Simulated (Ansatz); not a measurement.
Molecule: dichloro(dimethyl)germane, C2H6Cl2Ge, charge 0, multiplicity 1. 
Coordinates optimised at B3LYP-D3(BJ)/def2-TZVP (Ansatz, a quantum-chemistry and plane-wave program):
```xyz
11

C      1.6258    -1.2076    -0.6081
Ge    -0.0062    -0.2828    -0.0900
C     -1.6805    -1.2707    -0.1803
Cl     0.2447     0.4232     1.9539
Cl    -0.2026     1.4833    -1.3474
H      1.7747    -2.0725     0.0376
H      2.4697    -0.5287    -0.5044
H      1.5466    -1.5322    -1.6451
H     -2.4951    -0.6234     0.1379
H     -1.8557    -1.5971    -1.2049
H     -1.6276    -2.1374     0.4778
```

Dipole moments at this geometry, in debye (magnitudes).

| level | program | dipole (D) |
|---|---|---|
| SVWN5/def2-TZVPD | Ansatz | 3.19 |
| BLYP/def2-TZVPD | Ansatz | 3.14 |
| r2SCAN/def2-TZVPD | Ansatz | 3.21 |
| B97M-V/def2-TZVPD | Ansatz | 3.18 |
| B3LYP/def2-TZVPD | Ansatz | 3.21 |
| PBE0/def2-TZVPD | Ansatz | 3.22 |
| BHLYP/def2-TZVPD | Ansatz | 3.27 |
| r2SCANh/def2-TZVPD | Ansatz | 3.22 |
| r2SCAN0/def2-TZVPD | Ansatz | 3.25 |
| HSE06/def2-TZVPD | Ansatz | 3.21 |
| CAM-B3LYP/def2-TZVPD | Ansatz | ___ |
| wB97X-V/def2-TZVPD | Ansatz | 3.24 |
| CCSD(T)/def2-SVPD | Ansatz | ___ |

Question: Some entries are withheld; supply them.

Answer: 
- CAM-B3LYP/def2-TZVPD, dipole (D): 3.25
- CCSD(T)/def2-SVPD, dipole (D): 3.14
